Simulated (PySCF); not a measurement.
Screening by computed properties: pick the candidate that meets the target.

Species are written as SMILES; each is one conformer at its optimised geometry, gas phase, non-relativistic unless stated. Electronic properties by PySCF.

Dipoles, sizes and rotational constants follow the conformer. The torsions of the flexible species, by atom-mapped SMILES:
- `[CH3:1][O:2][C:3]1=[C:4]([F:5])[CH2:6][O:7][C:8]1=[O:9]`: C1–O2–C3–C4 0°
- `[CH2:1]=[N:2][SiH2:3][PH2:4]`: C1–N2–Si3–P4 115°, H–P4–Si3–N2 -91°, H–P4–Si3–N2 176°
- `[CH2:1]=[CH:2]/[N:3]=[C:4](/[C:5]#[N:6])[C:7]([F:8])([F:9])[F:10]`: C1–C2–N3–C4 179°, N3–C4–C7–F8 -59°
- `[CH3:1][O:2][c:3]1[n:4][c:5]([C:6]#[N:7])[n:8][s:9]1`: C1–O2–C3–N4 1°

Question: Wanted: static isotropic polarisability between 80 au and 86 au (PBE0/def2-SVPD) and lowest singlet excitation below 5.3 eV (TDDFT PBE0/def2-SVPD), at GFN2-xTB geometries. Which candidate meets both?
A. `COC1=C(F)COC1=O`
B. `C=N[SiH2]P`
C. `COc1nc(C#N)ns1`
D. `C=C/N=C(/C#N)C(F)(F)F`

Answer: D. Computed values:
| species | static isotropic polarisability | lowest singlet excitation |
| --- | --- | --- |
| COC1=C(F)COC1=O | 69.3 au | 5.39 eV |
| C=N[SiH2]P | 76.1 au | 3.94 eV |
| C=C/N=C(/C#N)C(F)(F)F | 84.1 au | 3.72 eV |
| COc1nc(C#N)ns1 | 87.0 au | 5.24 eV |

Question: Wanted: HOMO energy above -7.7 eV (PBE0/def2-SVPD) and lowest triplet excitation (Tamm–Dancoff) below 3.6 eV (TDA PBE0/def2-SVPD), at GFN2-xTB geometries. Which candidate meets both?
A. `COC1=C(F)COC1=O`
B. `C=N[SiH2]P`
C. `C=C/N=C(/C#N)C(F)(F)F`
D. `COc1nc(C#N)ns1`

Answer: B. Computed values:
| species | HOMO energy | lowest triplet excitation (Tamm–Dancoff) |
| --- | --- | --- |
| C=C/N=C(/C#N)C(F)(F)F | -8.40 eV | 2.58 eV |
| COc1nc(C#N)ns1 | -7.93 eV | 3.46 eV |
| COC1=C(F)COC1=O | -7.44 eV | 3.83 eV |
| C=N[SiH2]P | -7.10 eV | 3.32 eV |
